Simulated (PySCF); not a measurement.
## Basis and Hamiltonian dependence of the excitation energy of V

V [Ar] 3d3 4s2 (4F) → V [Ar] 3d3 4s1 5s1 (6F). All values are computed (PySCF 2.14, energy differences of UHF-based or UKS calculations, no spin-orbit coupling). Values in eV.

| basis | Hamiltonian | functions | UHF | LDA | PBE0 | MP2 (valence) | CCSD(T) (valence) | CCSD(T) (valence and next inner shell) |
| --- | --- | --- | --- | --- | --- | --- | --- | --- |
| def2-TZVPPD | non-relativistic | 67 | 4.831 | 5.481 | 5.269 | 5.468 | 5.655 | 5.663 |
| x2c-TZVPPall with one added diffuse shell each of s, p, d, f type | spin-free X2C | 80 | 3.476 | 4.610 | 4.248 | 4.266 | 4.514 | 4.591 |
| aug-cc-pVTZ-DK | spin-free X2C | 93 | 3.462 | 4.589 | 4.227 | 4.285 | 4.525 | n/a |
| def2-QZVPPD | non-relativistic | 93 | 3.821 | 4.763 | 4.433 | 4.580 | 4.795 | 4.857 |
| dyall-av2z | non-relativistic | 101 | 3.438 | 4.581 | 4.234 | 4.201 | 4.461 | n/a |
| aug-cc-pVTZ with one added diffuse shell each of s, p, d, f, g type | non-relativistic | 118 | 3.427 | 4.540 | 4.186 | 4.248 | n/a | n/a |
| aug-cc-pwCVTZ-DK | spin-free X2C | 127 | 3.461 | 4.582 | 4.222 | 4.293 | n/a | n/a |
| aug-cc-pVQZ-DK | spin-free X2C | 140 | 3.458 | 4.581 | 4.221 | 4.305 | n/a | n/a |

Frozen in the all-electron rows: valence: [Ar]; valence and next inner shell: [Ne].

At UHF, def2-TZVPPD lies more than 0.3 eV from the median of the rows with comparable relativity. Of these, def2-TZVPPD has no diffuse functions of the l that the added or promoted electron needs.

Non-relativistic rows lack the scalar-relativistic shift.
